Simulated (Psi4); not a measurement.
Pair of molecules: CO (SMILES [C-]#[O+]) (first 2 atoms) with CH3F (SMILES CF); geometry from B3LYP-D3(BJ)/def2-TZVP, rigid monomers moved along the line of their centres of mass till C1···F4 is 5.33 Å.
(charge 0, multiplicity 1):
```xyz
7

C      0.09767     0.39494     0.63920
O     -0.44640    -0.17279    -0.16477
C     -0.07078    -0.99525     6.41313
F     -0.76338    -1.72938     5.45431
H      0.63614    -1.65671     6.91518
H      0.45860    -0.18385     5.91366
H     -0.78775    -0.59501     7.13082
```

All values below come from Psi4 with SAPT0/jun-cc-pV(D+d)Z.

**Question.** Which attractive term is largest, and how does the interaction split up?

**Answer.** electrostatics -0.4, exchange 0.0, induction 0.0, dispersion -0.1, total -0.5 kJ/mol; the largest attraction is electrostatics.
